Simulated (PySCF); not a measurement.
**CH6NOSSi3: g tensor and hyperfine couplings**

Species: CH6NOSSi3 (doublet state).
Structure used (GFN2-xTB), in Å, numbered top down from 1:
```
atom  x, y, z in Å
N1    -1.0044   -1.3493   -1.9067
C2    -1.3593   -1.0408   -0.8622
Si3   -1.9162   -0.5218    0.8425
S4    -0.6770    1.0439    1.5979
Si5    0.5290    1.7410   -0.0643
O6     1.5898    0.6125   -0.4696
Si7    2.4748   -0.7674   -0.4814
H8    -3.2809   -0.0339    0.6840
H9    -1.7547   -1.6814    1.7083
H10   -0.3359    1.9615   -1.2074
H11    1.2317    2.8708    0.5084
H12    2.7661   -1.1036    0.9049
H13    1.7327   -1.7310   -1.2722
```

The hyperfine couplings belong to this conformer and change with its torsions.

As a line formula: `[SiH2](O[SiH2])S[SiH2]C#N` [radical].

Method used: UKS B3LYP, pcH-1 on C H N O S Si, non-relativistic, mean-field spin-orbit, GIAO in PySCF 2.14.0. Isolated species at its GFN2-xTB geometry (one conformer only). GFN2-xTB frequencies show an imaginary mode (31i cm⁻¹), so this geometry is no minimum at that level. Couplings are sensitive to structure, and on GFN2-xTB geometries they can be far from those on DFT ones, by a factor of two or more for some ions and for spin on atoms past the first row. No stability test was run, so a lower SCF solution isn't excluded.

```
g1, g2, g3   : 2.00151, 2.00239, 2.00425
g_iso        : 2.00272
Form of g    : rhombic: the two nearest values differ by 32 % of g3 − g1
⟨S²⟩         : 0.7511 (exact 0.7500)
Total energy : -1438.47519 Eh
```

Hyperfine couplings atom by atom, in MHz; T1 to T3 are the principal values of the dipolar part:

```tsv
atom	isotope	a_iso	of which spin–orbit	T1	T2	T3	Mulliken spin population
N1	14N	0.6	0.0	-0.2	-0.1	0.2	0.00
C2	13C	0.6	0.0	-0.4	-0.2	0.6	0.00
Si3	29Si	-0.1	0.0	-0.2	0.1	0.1	0.00
S4	33S	0.6	0.0	-0.6	-0.6	1.2	0.01
Si5	29Si	-17.6	0.0	-3.8	1.8	2.0	0.01
O6	17O	-37.9	-0.1	-21.0	9.9	11.1	0.03
Si7	29Si	-573.7	1.1	-163.4	81.5	81.9	0.89
H8	1H	0.2	0.0	-0.3	-0.3	0.6	0.00
H9	1H	0.1	0.0	-0.6	-0.5	1.1	0.00
H10	1H	-0.2	0.0	-1.2	-1.1	2.3	0.00
H11	1H	-0.5	0.0	-1.2	-1.1	2.3	0.00
H12	1H	85.0	0.0	-9.1	1.0	8.1	0.03
H13	1H	97.2	0.0	-8.9	1.2	7.8	0.03
```

The largest Mulliken spin population is on Si7 (+0.89). The angles at Si7 add up to 331.8°, so it is pyramidal.

Axes: g3 points within 12° of the O6–Si7 bond.

Under fast tumbling the dipolar parts average out, and these isotropic splittings remain: 2 × 1H (H12/H13, I = 1/2, 3 lines) with 3.25 mT.

Nuclei that the bonding pattern makes equivalent are averaged, as if the motion that swaps them (rotation, inversion, ring flip) were fast. The 1H value of +91.1 MHz is a mean of couplings from 85.0 to 97.2 MHz in this one geometry, not an average over conformers.

The 29Si coupling of Si7 (-573.7 MHz) shows only in satellite lines or after enrichment, since that isotope makes up about 4.7 % of natural silicon.

The 17O coupling of O6 (-37.9 MHz) shows only in satellite lines or after enrichment, since that isotope makes up about 0.038 % of natural oxygen.
